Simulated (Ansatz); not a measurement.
This singlet lies 1.81 eV below the relaxed triplet at the level composite: frozen-core CCSD(T) with HF/cc-pVQZ and the correlation energy extrapolated as X^-3 from cc-pVTZ and cc-pVQZ, plus CCSDT(Q) minus CCSD(T) in cc-pVDZ // PBE0-D3(BJ)/def2-TZVP (Ansatz, a first-principles code).

A geometry relaxed with PBE0-D3(BJ)/def2-TZVP (Ansatz), charge 0, multiplicity 1:

```xyz
5

Si     0.9501    -0.8258     0.1002
H      1.7551     0.4692    -0.0485
H     -0.7137     0.9492    -0.1132
H     -1.4292    -0.5521     0.0589
N     -0.5623    -0.0405     0.0027
```

Q: Write the SMILES of this molecule.

A: `N[SiH]`
